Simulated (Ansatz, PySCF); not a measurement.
Species: B$_{2}$H$_{4}$, net charge 0, singlet state. 
Geometry from a B3LYP-D3(BJ)/def2-TZVP (Ansatz, a program for electronic structure) optimisation:
SMILES: BB
```xyz
6

B      0.0005     0.0106     0.8133
B     -0.0005    -0.0106    -0.8133
H      1.0141     0.0110     1.4491
H     -1.0125     0.0267     1.4501
H      0.0070     0.9944    -1.4628
H     -0.0087    -1.0321    -1.4364
```
Charge 0, spin multiplicity 1.

Quantity: atomisation energy (electronic, to ground-state atoms), in kcal/mol. Valence correlation only, unless marked. UHF or UKS for open shells. Spin-orbit coupling is left out. No relativistic terms. The coupled-cluster limit lacks core correlation, which all-electron functionals hold. CBS marks a two-point X^-3 extrapolation of the correlation energy; Hartree-Fock from the larger set.

```csv
level,program,atomisation energy (kcal/mol)
PBE-D4/def2-TZVPD,Ansatz + dftd4,455.3
PBE0-D3(BJ)/def2-TZVPD,Ansatz + dftd3,454.2
TPSSh-D4/def2-TZVPD,PySCF + dftd4,462.4
MP2/def2-QZVPPD,Ansatz,446.9
```

Question: Estimate the value at CCSD(T)/CBS(def2-TZVPPD,def2-QZVPPD) as computed with Ansatz.

Answer: 447.8 kcal/mol, so MP2/def2-QZVPPD differs from it by -0.9 kcal/mol.
